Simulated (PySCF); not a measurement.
Ligands exchanged one at a time, Ge Cl-SH. Gas-phase values, no solvent. One relaxed conformer stands for each flexible species; it need not be the lowest. Strings in code marks are SMILES.

Method: PySCF with PBE0-D3(BJ)/def2-TZVP. Excitations are Tamm–Dancoff values on a coarser integration grid. The basis has no diffuse functions, so Rydberg states are missing or too high.

```csv
species,HOMO–LUMO gap (eV),T1 excitation (TDA) (eV),S1 oscillator strength
0 of 4 Cl replaced by SH (`[Cl][Ge]([Cl])([Cl])[Cl]`),___,–,0.000
1 of 4 Cl replaced by SH (`[SH][Ge]([Cl])([Cl])[Cl]`),6.38,4.52,0.008
"2 of 4 Cl replaced by SH (`[SH][Ge]([SH])([Cl])[Cl]` (H–S–Ge–Cl torsion -83°, Cl–Ge–S–H torsion -178°))",6.39,4.57,0.011
3 of 4 Cl replaced by SH (`[Ge]([SH])([Cl])([SH])[SH]`),6.21,4.43,0.013
4 of 4 Cl replaced by SH,___,___,0.000
```

Complete the blanks.


- 0 of 4 Cl replaced by SH (`[Cl][Ge]([Cl])([Cl])[Cl]`), HOMO–LUMO gap (eV): 7.44
- 4 of 4 Cl replaced by SH, HOMO–LUMO gap (eV): 5.97
- 4 of 4 Cl replaced by SH, T1 excitation (TDA) (eV): 4.30
